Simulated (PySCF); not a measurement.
## Computed properties of C₄HCl₂F, SMILES C#CC(F)=C(Cl)Cl

C₄HCl₂F, SMILES C#CC(F)=C(Cl)Cl. Coordinates come from a PBE0-D3(BJ)/def2-SVP optimisation. This is a generated structure with no PubChem entry under its InChIKey; it may be hypothetical. One conformer was computed; it need not be the lowest. All values are computed for the isolated molecule unless a solvent is named; none is compared with measurement here.

**Structure.** The optimised structure has Cs symmetry. All 18 harmonic modes at PBE0-D3(BJ)/def2-SVP (PySCF) are real, so it is a minimum. With heavy atoms numbered as in [CH:1]#[C:2][C:3]([F:4])=[C:5]([Cl:6])[Cl:7], the shortest bond between them is C1–C2 at 1.213 Å and the longest C5–Cl6 at 1.709 Å.

**Vibrations.** The strongest infrared lines (harmonic, unscaled, degenerate partners summed) lie at 1025 cm⁻¹ (157 km/mol, C 79 %, F 13 %, Cl 8 %), 3486 cm⁻¹ (106 km/mol, H 86 %, C 14 %), 1331 cm⁻¹ (93 km/mol, C 83 %, F 16 %). The softest mode is at 102 cm⁻¹ and the zero-point energy is 22.6 kcal/mol.

**Electronic structure.** r2SCAN/def2-TZVP (PySCF) places the frontier levels at -6.19 and -2.31 eV, a gap of 3.88 eV, and gives a dipole moment of 1.44 D and a mean polarisability of 75.6 bohr³. PBE/def2-TZVP (PySCF) at the same geometry gives -5.97 and -2.40 eV, so its gap is 0.31 eV narrower. An orbital gap is neither the optical nor the fundamental gap.

**Excitations.** TDDFT-M06-2X/def2-SVPD (PySCF) has S1 at 4.99 eV (248 nm, f = 0.000, dark); the most intense of the 10 singlets computed lies at 5.33 eV (f = 0.42). T1 (TDA) is at 3.33 eV. TDDFT-PBE/def2-SVPD (PySCF) puts S1 at 4.54 eV. No vertical singlet excitation falls in the visible range (under 3.1 eV).

**NMR.** GIAO shifts at PBE0/pcSseg-1 (PySCF) (non-relativistic, atoms alike by connectivity averaged): ¹³C from 76.0 to 149.3 ppm against TMS; ¹H at 4.2 ppm against TMS; ¹⁹F at -115.7 ppm against CFCl3. Without spin–orbit terms, shifts of atoms bonded to Cl or Br come out too high.

**Solvation.** SMD-PBE0/def2-SVP (PySCF) gives 1.7 kcal/mol in water, -2.8 kcal/mol in toluene, -2.6 kcal/mol in tetrahydrofuran (1 M in both phases, gas-phase geometry); of these solvents toluene holds the molecule best.
